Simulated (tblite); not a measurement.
Compound: C₅H₁₂FNSi₂.
SMILES with atom numbers: `[CH:1]#[C:2][Si@@H:3]([F:4])[C@H:5]([SiH3:6])[CH2:7][NH:8][CH3:9]` (hydrogens: H10 on C1; H11 on Si3; H12 on C5; H13, H14, H15 on Si6; H16, H17 on C7; H18 on N8; H19, H20, H21 on C9)

Computed with GFN2-xTB (tblite), gas phase: L-BFGS steps from a force-field or distance-geometry start until the largest atomic force falls under 0.01 eV/Å.

Geometry at step 6:
```
atom  x, y, z in Å
C1      1.5295    3.6475   -0.3105
C2      1.7620    2.4707   -0.2701
Si3     2.0878    0.6661   -0.2211
F4      3.3436    0.4347    0.7619
C5      0.6465   -0.3261    0.5004
Si6     1.2101   -2.1541    0.4177
C7     -0.6736   -0.0205   -0.2136
N8     -1.8120   -0.6585    0.4283
C9     -3.0647   -0.3932   -0.2556
H10     1.3344    4.6748   -0.3433
H11     2.4865    0.1645   -1.5244
H12     0.5118   -0.0497    1.5516
H13     0.2416   -3.0448    1.0350
H14     2.4938   -2.2786    1.1137
H15     1.4227   -2.4881   -0.9952
H16    -0.6353   -0.4008   -1.2354
H17    -0.8230    1.0774   -0.2886
H18    -1.8874   -0.2917    1.3727
H19    -3.0124   -0.8157   -1.2576
H20    -3.8794   -0.8784    0.2818
H21    -3.2917    0.6814   -0.3510
```

Task: What forces act on the atoms?

Result: 
```
atom  Fx (eV/Å)  Fy (eV/Å)  Fz (eV/Å)
  C1     -0.009     -0.006      0.004
  C2     -0.012      0.131      0.006
 Si3     -0.135     -0.161     -0.037
  F4      0.128      0.033      0.041
  C5     -0.143      0.021      0.004
 Si6     -0.166     -0.007      0.043
  C7      0.037     -0.026     -0.034
  N8      0.046      0.101      0.022
  C9      0.063     -0.005     -0.006
 H10     -0.047      0.236     -0.003
 H11      0.123      0.060     -0.101
 H12      0.067     -0.012      0.014
 H13     -0.123     -0.065      0.030
 H14     -0.029     -0.008      0.018
 H15     -0.050     -0.047     -0.005
 H16      0.046     -0.051     -0.143
 H17      0.073     -0.047      0.043
 H18      0.042     -0.099      0.128
 H19      0.009     -0.036     -0.051
 H20      0.069      0.022      0.013
 H21      0.012     -0.034      0.015
```

The largest, 0.24 eV/Å, acts on H10; the rms over all components is 0.074 eV/Å. The forces sum to zero within rounding, as they must for an isolated molecule in no field.

Task: Give the force on H10 in Eh/bohr and in nN.

Result: 0.241 eV/Å ÷ 51.422 = 0.00468 Eh/bohr, and 0.241 eV/Å × 1.602 = 0.39 nN.

Task: How far is this geometry from the end of the optimisation?

Result: 0.133 eV above it, and 0.435 Å rms away after alignment. The bonds farthest from their final lengths, with half the difference of the two atoms' forces along the bond (positive lengthens):

```csv
bond,now (Å),final (Å),force along bond (eV/Å)
C2–Si3,1.834,1.851,+0.13
C5–C7,1.532,1.522,-0.07
Si6–H13,1.453,1.462,0.00
Si6–H15,1.467,1.461,+0.04
C1–H10,1.046,1.053,+0.12
C7–H17,1.111,1.104,-0.02
```

The angle farthest from its final value is Si3–C5–Si6, 105.1° against 116.1°.

Of the 2 listed bonds off by 0.010 Å or more, this force points towards the final length in 2.

What follows is the cost of the whole relaxation. Hardware: Arm Neoverse N1, one thread, shared host with 64 logical CPUs at a one-minute load of 60. Cost: 2.3 s.
